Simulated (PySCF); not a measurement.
SMILES O=C(O)[C@H]1OC=C(F)O1, C4H3FO4

Geometry:
| atom | x (Å) | y (Å) | z (Å) |
| --- | --- | --- | --- |
| O1 | 2.615 | 0.886 | 0.177 |
| C2 | 1.599 | 0.257 | 0.216 |
| O3 | 1.516 | -1.035 | 0.488 |
| C4 | 0.196 | 0.858 | -0.072 |
| O5 | -0.311 | 0.307 | -1.273 |
| C6 | -1.438 | -0.412 | -0.911 |
| C7 | -1.643 | -0.260 | 0.389 |
| F8 | -2.582 | -0.736 | 1.178 |
| O9 | -0.699 | 0.547 | 0.973 |
| H10 | 2.394 | -1.417 | 0.660 |
| H11 | 0.306 | 1.950 | -0.172 |
| H12 | -1.951 | -0.946 | -1.680 |

Method: GIAO KT3/pcSseg-1 magnetisability, rotational g tensor and spin-rotation constants, non-relativistic, gas phase (PySCF). Geometry: GFN2-xTB.

Give the nuclear spin-rotation constants along the inertial axes (H = +C I·J) beside the isotropic shieldings.

Rotational constants 3.7099, 1.1435, 1.0576 GHz. A star marks the isotopologue with that one atom substituted, in its own axes.
```csv
atom,isotope,Caa (kHz),Cbb (kHz),Ccc (kHz),mean (kHz),σ (ppm)
F8,19F,3.630,1.079,0.740,1.816,319.6
H10,1H,0.019,-0.106,-0.081,-0.056,25.6
H11,1H,-0.311,-0.081,0.047,-0.115,25.2
H12,1H,-0.209,-0.050,-0.027,-0.096,25.7
O1,17O*,-1.951,-0.273,-0.413,-0.879,-73.7
C2,13C*,1.239,0.376,0.411,0.675,30.2
O3,17O*,-1.155,-0.203,-0.160,-0.506,135.6
C4,13C*,1.053,0.314,0.294,0.554,77.3
O5,17O*,-0.444,-0.134,-0.155,-0.244,240.8
C6,13C*,1.099,0.291,0.269,0.553,85.0
C7,13C*,1.648,0.343,0.351,0.781,24.8
O9,17O*,-0.675,-0.189,-0.164,-0.343,192.8
```
For the geometry as given, no vibrational averaging.
